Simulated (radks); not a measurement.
The thulium ion Tm54+, configuration [Ne] 3s2 3p3. All-electron calculation, Dirac Kohn-Sham, BLYP, spin-unpolarised, spherical densities, finite nucleus; open shells fill j = l - 1/2 first; Fermi nuclear charge, rms radius 5.2256 fm. Program: a radial shooting solver on a logarithmic mesh with Libxc functionals. Some entries of the table are withheld. Estimate them.

| orbital | occ. | eigenvalue (Ry) | <r> (bohr) | r(max) (bohr) |
|---|---|---|---|---|
| 1s1/2 | 2 | -4647.885 | 0.02001 | 0.01261 |
| 2s1/2 | 2 | -1017.765 | 0.08331 | (1) |
| 2p1/2 | 2 | -987.0674 | 0.06919 | 0.05368 |
| 2p3/2 | 4 | -913.2443 | 0.07631 | 0.05988 |
| 3s1/2 | 2 | -405.7839 | 0.2024 | 0.1927 |
| 3p1/2 | 2 | (2) | 0.1906 | (3) |
| 3p3/2 | 1 | (4) | 0.2012 | (5) |

Answer. 
(1) 2s1/2 r(max) (bohr): 0.07167
(2) 3p1/2 eigenvalue (Ry): -394.4899
(3) 3p1/2 r(max) (bohr): 0.1796
(4) 3p3/2 eigenvalue (Ry): -375.2454
(5) 3p3/2 r(max) (bohr): 0.1906
